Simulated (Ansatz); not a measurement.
A structure drawn as `CNB[SiH2]O`, with this starting geometry:

```xyz
13

C     1.8138    1.1497    0.3012
N     1.2732   -0.0457   -0.1997
B    -0.2318    0.1329   -0.4317
Si   -1.4954   -1.0875    0.4635
O    -2.4022   -1.9631   -0.6057
H     1.6784    2.0423   -0.4654
H     1.3592    1.4694    1.2441
H     2.9045    1.0726    0.4196
H     1.7570   -0.2629   -1.1430
H    -0.6113    0.8864   -1.2223
H    -0.7081   -1.9307    1.4106
H    -2.3722   -0.2132    1.2927
H    -2.9650   -1.2500   -1.0640
```

Charge 0, multiplicity 1.

**Question.** Relax it with Ansatz at PBE-D4/def2-SVP and then PBE0-D4/def2-TZVP. Is the drawn bonding still there?

**Answer.** Yes, every drawn bond is still there and no new one forms.

**Question.** Give the relaxed structure. (Best estimate.)

**Answer.** The calculation gave: 
Z-matrix (Å, degrees):
```
C
N 1 1.447
H 1 1.094 2 111.3
H 1 1.089 2 109.0 3 119.7
H 1 1.094 2 111.4 3 -120.7
B 2 1.384 1 127.2 3 -120.2
H 2 1.010 1 113.3 3 59.7
Si 6 2.016 2 120.6 1 -178.9
H 6 1.204 2 117.0 1 0.7
O 8 1.662 6 112.9 2 -128.5
H 8 1.498 6 110.1 2 107.9
H 8 1.492 6 112.0 2 -10.6
H 10 0.958 8 116.3 6 -47.7
```
All modes are real.

Atoms count as bonded under 1.1 times the sum of their covalent radii (H–H under 0.85 Å, pairs among N, O and F under 1.55 Å), and a drawn bond as lost past 1.3 times.
